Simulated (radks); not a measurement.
All-electron atom: neutral potassium in [Ar] 4s1 (the NIST ground configuration).

All-electron calculation, non-relativistic Kohn-Sham, r2SCAN, spin-polarised, spherical densities, point nucleus; open shells are filled with parallel spins first; meta-GGA in the generalised Kohn-Sham scheme; hard spherical wall at 10 bohr. Program: a radial shooting solver on a logarithmic mesh with Libxc functionals.

Energy parts (eV):
total: -16323.653
kinetic: 16307.518
electron-nucleus: -38736.831
Hartree: 7014.722
exchange-correlation: -909.062

Orbitals (lengths in bohr, moments of r in powers of bohr; <r^-3> diverges for s and p1/2; r(max) is where P^2 peaks):
orbital  occ.  eigenvalue (eV)  <r^-3>   <1/r>   r(max)     <r^2>
1s up       1        -3521.186       -   18.54  0.05353  0.008938
1s down     1        -3521.169       -   18.54  0.05353  0.008938
2s up       1        -356.2145       -   3.782   0.3197    0.1790
2s down     1        -356.1993       -   3.782   0.3197    0.1790
2p up       3        -283.4037   152.3   3.692   0.2637    0.1525
2p down     3        -283.3858   152.3   3.692   0.2637    0.1525
3s up       1         -36.1484       -   1.085    1.082     1.887
3s down     1         -36.0998       -   1.083    1.083     1.893
3p up       3         -19.1757   13.88  0.9496    1.159     2.459
3p down     3         -19.1198   13.89  0.9505    1.159     2.436
3d up       0           1.0076  0.1476  0.2988    4.935     24.59
4s up       1          -2.3515       -  0.2666    4.154     23.69
4p up       0          -0.3516  0.7284  0.2291    5.087     30.43
5s up       0           3.8432       -  0.2396    7.307     40.07

The highest occupied level is 4s up at -2.351 eV. The spin density at the nucleus is 1.166 e/bohr^3 (1s 0.023, 2s 0.011, 3s 0.065, 4s 1.067), a Fermi contact field of 61.1 T. The pressure on the wall is 0.0770 GPa.
